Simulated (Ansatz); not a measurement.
CH2I2 (`ICI`). The species carries charge 0 and has multiplicity 1. I: def2 effective core potential. All single points use the PBE0-D4/def2-TZVP geometry.

```xyz
5

I    -1.464   -1.155    0.769
C     0.136    0.088    0.136
I     0.274    0.388   -1.960
H     1.059   -0.379    0.460
H    -0.004    1.059    0.596
```

**Question.** What is the dipole moment at r2SCAN/def2-TZVPP? (Best estimate.)

**Answer.** Ansatz gave: 1.21 D, with components (0.78, 0.50, 0.78) D in this frame, pointing from negative to positive charge.

**Question.** And with PBE, B3LYP, ωB97M-V? (Estimate.)

**Answer.** The calculation gave: PBE 1.12 D, B3LYP 1.15 D, ωB97M-V 1.14 D.

**Question.** Give the Mulliken charges with r2SCAN, PBE, B3LYP in def2-TZVPP. (An estimate is asked.)

**Answer.** The calculation gave: 
```json
{"atom": "I1", "r2SCAN": "-0.03", "PBE": "-0.01", "B3LYP": "0.00"}
{"atom": "C2", "r2SCAN": "-0.27", "PBE": "-0.37", "B3LYP": "-0.39"}
{"atom": "I3", "r2SCAN": "-0.03", "PBE": "-0.01", "B3LYP": "0.00"}
{"atom": "H4", "r2SCAN": "0.17", "PBE": "0.20", "B3LYP": "0.20"}
{"atom": "H5", "r2SCAN": "0.17", "PBE": "0.20", "B3LYP": "0.20"}
```

B3LYP here is the variant with VWN-RPA as its local correlation; programs differ in this.
